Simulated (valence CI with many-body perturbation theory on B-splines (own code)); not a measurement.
F IV: calculated level list

Computed by valence CI with perturbative core correlation (CI+MBPT): four valence electrons over a frozen Dirac-Fock core [He], radial functions for each j: 11 s, 11 p, 10 d, 8 f, 5 g, 2 h, with the one-electron correlation potential Σ1, the two-electron term Σ2, the three-electron term Σ3, Breit, model QED; selected CI, second order for the rest, scaled by the run's own slope (own B-spline code, finite nucleus).

Set against measurement, 48 paired levels are off by 141 cm⁻¹ on average, the worst by 849. These come from a selection out of Moore, Atomic Energy Levels, vol. I, NSRDS-NBS 35 (1971 reprint of NBS Circular 467, 1949), an old analysis. Levels without a partner in it may be off by more. Among the levels kept, up to 2200 cm⁻¹ of a level comes from second order outside the variational space, and about a tenth of that is noise between levels of different J, which matters for small intervals. 1 measured level below the end of the list, from 492395 cm⁻¹ on, found no clear computed partner, and computed levels of the same name lie up to 459 cm⁻¹ from them.

Levels 181 to 214 of 214, with energies above the lowest level, 2s²2p² ³P_0. "Leading %" is the weight of the configuration and term that name the level; weights of strongly mixed levels are sums over their largest components and can fall short. Lifetimes count E1, E2, E3, M1 and M2 decay at the calculated energies, and are blank where another channel may lead or the interval is too uncertain; long ones can be off by a factor of two.

```tsv
No.	Configuration	Term	J	E (eV)	Leading %	Lifetime	Second component
181	2s²2p5d	¹P°	1	78.437	90	92.7 ps	
182	2s²2p5g	³H°	4	78.437	54	910 ps	22 % 2s²2p5g ¹G°
183	2s²2p5d	¹F°	3	78.437	87	82.1 ps	
184	2s²2p5f	³D	3	78.470	80	468 ps	8 % 2s²2p5f ³F
185	2s²2p5f	³D	2	78.478	51	468 ps	30 % 2s²2p5f ¹D
186	2s²2p5f	¹G	4	78.481	84	601 ps	6 % 2s²2p5f ³G
187	2s²2p5f	³D	1	78.504	94	489 ps	
188	2s²2p5f	¹D	2	78.511	56	527 ps	37 % 2s²2p5f ³D
189	2s²2p5g	³G°	5	78.518	54	908 ps	22 % 2s²2p5g ³H°
190	2s²2p5g	³H°	4	78.519	40	907 ps	30 % 2s²2p5g ¹G°
191	2s²2p5g	³F°	4	78.528	58	913 ps	20 % 2s²2p5g ³G°
192	2s²2p5g	³G°	3	78.529	37	914 ps	32 % 2s²2p5g ¹F°
193	2s²2p5g	³H°	6	78.538	94	918 ps	
194	2s²2p5g	¹H°	5	78.538	52	921 ps	42 % 2s²2p5g ³H°
195	2s²2p5g	³F°	3	78.547	53	922 ps	41 % 2s²2p5g ¹F°
196	2s²2p5g	³F°	2	78.548	94	922 ps	
197	2s2p²3s	³P	0	78.598	89	51.7 ps	
198	2s2p²3s	³P	1	78.616	89	51.7 ps	
199	2s2p²3s	³P	2	78.655	90	51.8 ps	
200	2s2p²3s	¹P	1	79.283	80	37.4 ps	7 % 2s²2p6p ¹P
201	2s2p²3d	³F	4	79.893	91	29.1 ps	
202	2s2p²3d	³F	3	79.896	91	29.2 ps	
203	2s2p²3d	³F	2	79.896	91	29.1 ps	
204	2s2p²4s	⁵P	1	79.922	98	238 ps	
205	2s²2p6s	³P°	0	79.925	91	465 ps	
206	2s²2p6s	³P°	1	79.941	79	459 ps	12 % 2s²2p6s ¹P°
207	2s2p²4s	⁵P	2	79.953	97	238 ps	
208	2s2p²4s	⁵P	3	79.993	98	236 ps	
209	2s²2p6s	³P°	2	80.019	91	457 ps	
210	2s²2p6s	¹P°	1	80.067	82	410 ps	12 % 2s²2p6s ³P°
211	2s2p²3d	³G	3	80.253	81	789 ps	9 % 2s²2p6f ³G
212	2s2p²3d	³G	4	80.262	84	731 ps	7 % 2s²2p6f ³G
213	2s2p²3d	³G	5	80.265	84	728 ps	7 % 2s²2p6f ³G
214	2s²2p6p	³P	0	80.297	48	201 ps	43 % 2s2p²4s ³P
```

Names give the largest LS component (configuration and term), which can be under half, so a name can repeat, a term be missing and a line seem to break the LS rules; names also repeat where a configuration has a term twice.

Where two levels of one J and parity lie close, their mixing, g and order are uncertain.
